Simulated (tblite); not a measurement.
Compound: C₅H₁₄AsGa.
Numbering: `[CH3:1][CH2:2]/[CH:3]=[CH:4]/[CH2:5][AsH2+:6][GaH3-:7]` (hydrogens: H8, H9, H10 on C1; H11, H12 on C2; H13 on C3; H14 on C4; H15, H16 on C5; H17, H18 on As6; H19, H20, H21 on Ga7)
Bond orders are those of one Lewis drawing.

Computed with GFN2-xTB (tblite), gas phase: L-BFGS steps from a force-field or distance-geometry start until the largest atomic force falls under 0.01 eV/Å.

Step 110: E = -580.9790 eV
```
atom  x, y, z in Å  |  force x, y, z in eV/Å
C1     -2.6646    1.3020    0.3195   -0.012   0.044   0.009
C2     -2.2657   -0.1505    0.5625   -0.014  -0.007  -0.013
C3     -0.9865   -0.4960   -0.1298    0.021  -0.014   0.025
C4     -0.0174   -1.2435    0.3796   -0.017   0.011  -0.033
C5      1.2203   -1.6237   -0.3667   -0.010  -0.027  -0.025
As6     2.7780   -0.6421    0.3624    0.004  -0.003   0.003
Ga7     1.8889    1.7890   -0.3267   -0.016  -0.007  -0.008
H8     -1.9342    1.9775    0.7618    0.023  -0.023   0.007
H9     -3.6381    1.5054    0.7610    0.022   0.020  -0.004
H10    -2.7158    1.5162   -0.7464   -0.022  -0.038   0.010
H11    -2.1867   -0.3400    1.6361    0.028  -0.017  -0.055
H12    -3.0497   -0.8067    0.1651   -0.009   0.037   0.017
H13    -0.8967   -0.1190   -1.1450    0.015  -0.028   0.014
H14    -0.0938   -1.6293    1.3938   -0.012   0.010  -0.037
H15     1.3988   -2.7036   -0.2990   -0.006   0.014   0.008
H16     1.1215   -1.3431   -1.4217    0.014  -0.012   0.015
H17     3.8289   -1.5940   -0.1363   -0.001   0.018   0.022
H18     2.7683   -1.3127    1.7030    0.024   0.011  -0.012
H19     3.1226    2.7224   -0.1466   -0.011  -0.012   0.004
H20     0.7825    1.8270    0.7588    0.009   0.044   0.019
H21     1.5300    1.3815   -1.7919   -0.030  -0.022   0.033
```

Step 111: E = -580.9799 eV
```
atom  x, y, z in Å  |  force x, y, z in eV/Å
C1     -2.6608    1.3043    0.3197    0.004  -0.009   0.022
C2     -2.2656   -0.1496    0.5616   -0.007  -0.025  -0.007
C3     -0.9855   -0.4953   -0.1292    0.008  -0.009  -0.017
C4     -0.0143   -1.2413    0.3789   -0.058   0.022  -0.050
C5      1.2222   -1.6218   -0.3695   -0.013  -0.013   0.014
As6     2.7805   -0.6419    0.3618   -0.004  -0.004   0.015
Ga7     1.8828    1.7865   -0.3262   -0.029  -0.010  -0.004
H8     -1.9300    1.9746    0.7668    0.038   0.008   0.006
H9     -3.6348    1.5097    0.7579    0.006   0.023  -0.007
H10    -2.7050    1.5155   -0.7466   -0.031  -0.010   0.002
H11    -2.1881   -0.3443    1.6336    0.031  -0.001  -0.021
H12    -3.0514   -0.8030    0.1643   -0.008   0.027  -0.006
H13    -0.8992   -0.1191   -1.1455    0.028  -0.030   0.027
H14    -0.0942   -1.6294    1.3918    0.011   0.011  -0.033
H15     1.3974   -2.7011   -0.2971    0.009  -0.012  -0.006
H16     1.1253   -1.3428   -1.4250    0.004  -0.013   0.024
H17     3.8300   -1.5968   -0.1315    0.011   0.012   0.012
H18     2.7686   -1.3109    1.7040    0.018   0.018  -0.023
H19     3.1132    2.7234   -0.1527    0.001  -0.004   0.005
H20     0.7814    1.8237    0.7647    0.011   0.043   0.019
H21     1.5183    1.3766   -1.7885   -0.030  -0.023   0.027
```

Step 112: E = -580.9806 eV
```
atom  x, y, z in Å  |  force x, y, z in eV/Å
C1     -2.6565    1.3068    0.3204    0.015  -0.036   0.024
C2     -2.2651   -0.1488    0.5606   -0.002  -0.025  -0.007
C3     -0.9839   -0.4940   -0.1284    0.021  -0.030  -0.023
C4     -0.0123   -1.2409    0.3785   -0.085   0.048  -0.067
C5      1.2238   -1.6209   -0.3708   -0.010  -0.007   0.031
As6     2.7832   -0.6422    0.3612   -0.009  -0.005   0.013
Ga7     1.8740    1.7831   -0.3257   -0.028  -0.004   0.002
H8     -1.9253    1.9732    0.7723    0.037   0.017   0.004
H9     -3.6318    1.5136    0.7541    0.003   0.024  -0.005
H10    -2.6943    1.5171   -0.7461   -0.035   0.007  -0.003
H11    -2.1903   -0.3478    1.6313    0.033   0.006   0.001
H12    -3.0514   -0.7994    0.1606   -0.011   0.021  -0.018
H13    -0.8974   -0.1189   -1.1448    0.029  -0.022   0.016
H14    -0.0929   -1.6295    1.3908    0.018   0.004  -0.022
H15     1.3972   -2.6998   -0.2974    0.019  -0.030  -0.009
H16     1.1289   -1.3424   -1.4265   -0.006  -0.009   0.025
H17     3.8313   -1.6012   -0.1262    0.014   0.013   0.005
H18     2.7684   -1.3088    1.7040    0.013   0.018  -0.014
H19     3.1021    2.7240   -0.1603    0.006  -0.002   0.007
H20     0.7788    1.8210    0.7711    0.011   0.040   0.021
H21     1.5042    1.3726   -1.7854   -0.033  -0.027   0.018
```

Step 113: E = -580.9818 eV
```
atom  x, y, z in Å  |  force x, y, z in eV/Å
C1     -2.6477    1.3117    0.3222    0.034  -0.063   0.017
C2     -2.2626   -0.1466    0.5575    0.010  -0.017  -0.004
C3     -0.9790   -0.4909   -0.1273    0.009  -0.032  -0.053
C4     -0.0088   -1.2404    0.3778   -0.077   0.035  -0.036
C5      1.2271   -1.6204   -0.3723   -0.006  -0.002   0.050
As6     2.7879   -0.6430    0.3602   -0.017  -0.002   0.000
Ga7     1.8537    1.7766   -0.3248   -0.023   0.004   0.013
H8     -1.9163    1.9723    0.7825    0.024   0.021  -0.004
H9     -3.6263    1.5213    0.7469    0.004   0.022   0.001
H10    -2.6745    1.5215   -0.7446   -0.038   0.035  -0.007
H11    -2.1926   -0.3534    1.6261    0.036   0.013   0.039
H12    -3.0493   -0.7924    0.1524   -0.020   0.009  -0.038
H13    -0.8883   -0.1153   -1.1433    0.019  -0.013   0.013
H14    -0.0912   -1.6325    1.3895    0.025   0.011  -0.046
H15     1.3975   -2.6992   -0.2983    0.030  -0.046  -0.009
H16     1.1348   -1.3426   -1.4283   -0.019  -0.005   0.025
H17     3.8344   -1.6092   -0.1162    0.018   0.015  -0.008
H18     2.7681   -1.3046    1.7037    0.005   0.014   0.010
H19     3.0786    2.7240   -0.1761    0.014   0.002   0.010
H20     0.7721    1.8160    0.7848    0.012   0.035   0.023
H21     1.4733    1.3640   -1.7791   -0.040  -0.034   0.003
```

Q: Estimate the geometry and energy of step 114. (The exact step hangs on the optimiser's Hessian estimate; all steps are aligned on step 113, rigid shifts and turns removed.)

A: E = -580.9831 eV, largest force 0.074 eV/Å
```
atom  x, y, z in Å  |  force x, y, z in eV/Å
C1     -2.6388    1.3163    0.3242    0.041  -0.061   0.002
C2     -2.2591   -0.1442    0.5536    0.015  -0.009   0.003
C3     -0.9735   -0.4880   -0.1275    0.010  -0.045  -0.054
C4     -0.0068   -1.2419    0.3770   -0.051   0.032  -0.021
C5      1.2295   -1.6217   -0.3726    0.002  -0.006   0.050
As6     2.7913   -0.6446    0.3592   -0.019   0.003  -0.011
Ga7     1.8316    1.7714   -0.3228   -0.006   0.013   0.015
H8     -1.9072    1.9726    0.7916    0.008   0.014  -0.013
H9     -3.6202    1.5291    0.7409    0.014   0.012   0.010
H10    -2.6574    1.5267   -0.7426   -0.035   0.056  -0.009
H11    -2.1930   -0.3579    1.6205    0.036   0.013   0.063
H12    -3.0462   -0.7854    0.1432   -0.024   0.002  -0.050
H13    -0.8753   -0.1117   -1.1420   -0.003   0.001  -0.002
H14    -0.0892   -1.6363    1.3881    0.016   0.009  -0.052
H15     1.3982   -2.7008   -0.3003    0.035  -0.049  -0.003
H16     1.1398   -1.3432   -1.4286   -0.030  -0.003   0.021
H17     3.8377   -1.6168   -0.1066    0.015   0.021  -0.019
H18     2.7678   -1.3009    1.7034   -0.002   0.009   0.036
H19     3.0549    2.7246   -0.1931    0.015   0.001   0.014
H20     0.7649    1.8147    0.7997    0.010   0.027   0.028
H21     1.4419    1.3550   -1.7720   -0.047  -0.039  -0.008
```

The energy changes by -0.0013 eV. The first-order estimate −F·Δx gives -0.0017 eV and the mean of the old and new forces, exact on a quadratic surface, -0.0013 eV. The step makes an angle of 83° with the force vector and moves no atom by more than 0.033 Å.

The cost below is that of the whole relaxation. Hardware: Arm Neoverse N1, one thread, shared host with 64 logical CPUs at a one-minute load of 61. Cost: 3.6 s wall.
